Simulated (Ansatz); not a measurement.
Basis-set extrapolation for C$_{8}$H$_{10}$ (`Cc1ccccc1C`) (PBE0-D4/def2-TZVP geometry, frozen core, the Gaussian-basis code of Ansatz). Multiplicity 1, RHF reference.

```json
{"": "HF", "def2-TZVPP": "-308.886562", "def2-QZVPP": "-308.899817"}
{"": "MP2 correlation", "def2-TZVPP": "-1.301879", "def2-QZVPP": "-1.383191"}
{"": "CCSD(T) correlation", "def2-TZVPP": "-1.411095", "def2-QZVPP": "not run"}
```

Energies in hartree. Use E(X) = E(∞) + A·exp(−7.88·√X) for Hartree–Fock and E(X) = E(∞) + B·X^(−2.97) for correlation, with X = 3 and 4, and add CCSD(T) minus MP2 of the smaller set to the MP2 limit.

**Question.** What is the CCSD(T) energy at the basis-set limit?

**Answer.** HF limit: -308.899817 + (-0.013255) × 0.13774 = -308.90164. MP2 limit: -1.383191 + (-0.081312) × 0.74074 = -1.44342. Higher-order term: -1.411095 − (-1.301879) = -0.10922. Total: -310.45428 hartree, 4.26 eV below CCSD(T)/def2-TZVPP.
